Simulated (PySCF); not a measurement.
A PySCF script (with the pyscf-properties extension) for the NMR shieldings of SMILES C=C[SiH2][C@@H]1S[C@@H]1C(F)F, C5H8F2SSi, on a GFN2-xTB geometry:

```python
import basis_set_exchange as bse
import numpy as np
from pyscf import gto, dft
from pyscf.prop import nmr

atoms = """
C    -3.151276   -0.406625   -0.246262
C    -1.840910   -0.478503   -0.066866
Si   -0.583411    0.519932   -1.043092
C     0.584090    1.338432    0.219787
S     2.177506    1.939210   -0.408723
C     1.777202    0.679327    0.806264
C     2.115647   -0.741738    0.439677
F     3.233374   -1.148432    1.080770
F     1.128497   -1.586883    0.845673
H    -3.589230    0.262228   -0.969149
H    -3.847337   -1.008221    0.317965
H    -1.460497   -1.174363    0.671878
H     0.204302   -0.326999   -1.942686
H    -1.187935    1.628577   -1.782412
H     0.118331    2.069026    0.875527
H     2.050809    0.918617    1.830541
H     2.263842   -0.891718   -0.638802
"""
names = dict.fromkeys(["C", "Si", "S", "F", "H"], "pcSseg-1")
basis = {el: gto.basis.parse(bse.get_basis(n, elements=[el], fmt="nwchem")) for el, n in names.items()}
mol = gto.M(atom=atoms, basis=basis, charge=0, verbose=0)
mf = dft.RKS(mol, xc="PBE0")
mf.grids.level = 2
mf.grids.alignment = dft.numint.BLKSIZE   # the property module wants whole blocks of grid points
mf.conv_tol = 1e-9
mf.kernel()

calc = nmr.RKS(mf)   # GIAO
C = mf.mo_coeff
Co = C[:, mf.mo_occ > 0]
resp = mf.gen_response(singlet=True, hermi=2)
def vind(x):   # induced exchange potential for any number of trial vectors
    d = np.einsum("pi,xij,qj->xpq", C, 2 * x.reshape(-1, C.shape[1], Co.shape[1]), Co, optimize=True)
    return np.einsum("xpq,pi,qj->xij", resp(d - d.transpose(0, 2, 1)), C, Co, optimize=True).ravel()
mo1, _ = nmr.rhf.solve_mo1(calc, with_cphf=vind)
sigma = calc.kernel(mo1)
for i, s in enumerate(sigma):   # ppm
    w = np.linalg.eigvalsh((s + s.T) / 2)
    print("%2d %-2s iso %8.1f  s11 %8.1f  s22 %8.1f  s33 %8.1f" % (i, mol.atom_pure_symbol(i), w.mean(), *w))
```

Task: Give the expected output.

Result: 
```
 0 C  iso     42.2  s11    -83.8  s22     47.5  s33    162.9
 1 C  iso     46.0  s11    -72.8  s22     38.0  s33    172.8
 2 Si iso    386.0  s11    352.7  s22    377.6  s33    427.6
 3 C  iso    164.1  s11    124.4  s22    179.7  s33    188.3
 4 S  iso    678.5  s11    217.5  s22    732.1  s33   1085.9
 5 C  iso    145.0  s11    113.3  s22    143.6  s33    178.0
 6 C  iso     60.1  s11     42.5  s22     66.1  s33     71.6
 7 F  iso    308.0  s11    206.0  s22    343.1  s33    374.9
 8 F  iso    288.0  s11    174.1  s22    317.8  s33    372.2
 9 H  iso     25.4  s11     21.5  s22     24.6  s33     30.1
10 H  iso     25.2  s11     21.8  s22     24.4  s33     29.5
11 H  iso     25.0  s11     21.8  s22     23.2  s33     30.0
12 H  iso     27.6  s11     24.2  s22     27.3  s33     31.3
13 H  iso     27.1  s11     23.2  s22     26.0  s33     32.2
14 H  iso     29.6  s11     22.8  s22     26.4  s33     39.6
15 H  iso     28.2  s11     22.2  s22     25.8  s33     36.8
16 H  iso     25.9  s11     23.8  s22     25.8  s33     28.3
```

These numbers come from an equivalent density-fitted implementation of the same equations, which agrees with the script to about 0.01 ppm for H and up to a few tenths of a ppm for heavy atoms, so last digits may differ.

Task: Turn these shieldings into chemical shifts. Referencing at the same level of theory: ¹³C (186.93 ppm) and ²⁹Si (349.16 ppm) and ¹H (31.72 ppm) against TMS; ³³S (503.73 ppm) vs CS2; ¹⁹F (170.95 ppm) against CFCl3.

Result: Averaging equivalent atoms: C 0: 144.7; C 1: 140.9; C 6: 126.9; C 5: 41.9; C 3: 22.8; Si 2: -36.8; S 4: -175; F 8: -117.1; F 7: -137.0; H 11: 6.73; H 10: 6.47; H 9: 6.30; H 16: 5.78; H 13: 4.60; H 12: 4.08; H 15: 3.47; H 14: 2.14 ppm. Unscaled 19F shifts against computed CFCl3 carry errors that often reach 10 to 50 ppm.

Size and cost of the density-fitted run: 207 basis functions, 85 s wall time on 1 thread of an Arm Neoverse N1, shared host; peak memory 0.95 GiB.
